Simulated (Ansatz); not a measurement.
`C[Si@H](O)[Si@H](O)F` + `N[SiH2]I` → `O[SiH](F)[SiH2]I` + `C[SiH](N)O`  (redistribution)

Calculated with Ansatz (gas phase, PBE0-D4/def2-TZVP geometries, no zero-point term in ΔE). CCSD(T)/CBS is the MP2 limit (def2-TZVPP, def2-QZVPP) plus CCSD(T) − MP2 in def2-TZVPP, frozen cores. DFT in def2-TZVPP. def2 core potentials past Kr. For I outer-core shells are correlated without core-valence functions, which leaves a few kJ/mol of doubt a bond. One conformer a species, not always the lowest.

```tsv
level	ΔE (eV)
r2SCAN-D4	-0.21
SCS-MP2/def2-QZVPP	-0.21
```

(1) What does CCSD(T)/CBS give? (An estimate is asked.)

Largest T1 diagnostic among the species: 0.012.

Results:

(1) Computed: -0.24 eV. The listed levels differ from it by 0.03, 0.03 eV.

From BLYP to BHLYP (50 % exact exchange), in def2-TZVPP and without D4, ΔE moves by −0.04 eV. In def2-TZVPP, CCSD(T) changes the Hartree–Fock value by −0.05 eV (the triples alone add −0.01 eV) and MP2 by −0.05 eV.
